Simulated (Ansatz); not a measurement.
Total energies of `C[Si](C)(C)[Si](C)(C)[Si](C)(C)[Si](C)(C)[Si](C)(C)[Si](C)(C)[Si](C)(C)[Si](C)(C)C` from Ansatz at PBE0-D4/def2-SVP, gas phase (1 Eh = 27.2114 eV = 2625.5 kJ/mol). The reference geometry is relaxed at r2SCAN-D4/def2-SVP.

| state | geometry | energy (Eh) |
| --- | --- | --- |
| charge 0 singlet | reference | -3031.61653 |
| charge 1 doublet | reference | -3031.35889 |
| charge -1 doublet | reference | -3031.58525 |
| free C atom (triplet) | – | -37.76066 |
| free Si atom (triplet) | – | -289.15194 |
| free H atom (doublet) | – | -0.50029 |

Single mean-field runs in def2-SVP are fitted with def2-universal-jkfit.

Problem. Work out the vertical ionisation energy to the doublet.

Solution. E(charge 1 doublet) − E(charge 0 singlet) = -3031.35889 − (-3031.61653) = 0.25764 Eh = 7.01 eV. For comparison, −ε of the highest occupied level is 5.87 eV at this level, 1.14 eV less.

Problem. Work out the vertical electron affinity, to the doublet.

Solution. E(charge 0 singlet) − E(charge -1 doublet) = -3031.61653 − (-3031.58525) = -0.03128 Eh = -0.85 eV; negative, so the extra electron isn't bound. The basis lacks diffuse functions, which makes affinities too small.

Problem. Give the fundamental gap IE − EA, the Mulliken electronegativity (IE + EA)/2 and the hardness (IE − EA)/2.

Solution. From the values in Eh: IE − EA = 0.25764 − (-0.03128) = 0.28892 Eh = 7.86 eV; (IE + EA)/2 = 3.08 eV; (IE − EA)/2 = 3.93 eV. The HOMO–LUMO gap of the same run is 5.78 eV, 2.08 eV smaller than the fundamental gap.

Problem. What is the binding energy per atom against free atoms?

Solution. Atoms: 18 × (-37.76066) + 8 × (-289.15194) + 54 × (-0.50029) = -3019.92306 Eh. Binding: -3019.92306 − (-3031.61653) = 11.69347 Eh = 318.20 eV, or 3.98 eV for each of 80 atoms (no zero-point energy, no counterpoise term).

At PBE0-D4/def2-SVP the highest occupied level of the charge -1 doublet lies above zero (up to 1.92 eV). By energy differences it is unbound by 0.85 eV (vertical, to the charge 0 singlet, at PBE0-D4/def2-SVP) and held by the finite basis.
